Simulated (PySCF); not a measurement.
SMILES OC(=O)COC(F)(F)F, C3H3F3O3

Geometry:
```tsv
atom	x (Å)	y (Å)	z (Å)
O1	1.293	-0.489	1.569
C2	1.325	-0.066	0.454
O3	2.322	-0.277	-0.405
C4	0.252	0.811	-0.192
O5	-0.979	0.760	0.526
C6	-1.750	-0.282	0.260
F7	-2.224	-0.266	-1.007
F8	-1.147	-1.473	0.378
F9	-2.799	-0.279	1.064
H10	3.016	-0.822	0.001
H11	0.118	0.528	-1.241
H12	0.574	1.854	-0.137
```

Method: GIAO B97-2/pcSseg-1 magnetisability, rotational g tensor and spin-rotation constants, non-relativistic, gas phase (PySCF). Geometry: GFN2-xTB.

Problem. Give the nuclear spin-rotation constants along the inertial axes (H = +C I·J) beside the isotropic shieldings.

Solution. Rotational constants 3.4157, 1.0377, 0.9788 GHz. A star marks the isotopologue with that one atom substituted, in its own axes.
```csv
atom,isotope,Caa (kHz),Cbb (kHz),Ccc (kHz),mean (kHz),σ (ppm)
F7,19F,5.121,0.972,1.337,2.477,250.1
F8,19F,5.375,1.268,1.052,2.565,246.1
F9,19F,3.545,1.265,1.498,2.102,250.9
H10,1H,-0.074,-0.045,-0.100,-0.073,25.5
H11,1H,-0.349,0.000,-0.051,-0.134,27.1
H12,1H,-0.323,-0.093,0.025,-0.130,27.2
O1,17O*,-1.445,-0.616,-0.192,-0.751,-97.6
C2,13C*,1.606,0.317,0.321,0.748,17.9
O3,17O*,-0.581,-0.301,-0.169,-0.350,136.3
C4,13C*,0.609,0.233,0.234,0.359,119.7
O5,17O*,-0.524,-0.140,-0.122,-0.262,227.7
C6,13C*,1.046,0.317,0.298,0.554,56.3
```
For the geometry as given, no vibrational averaging.
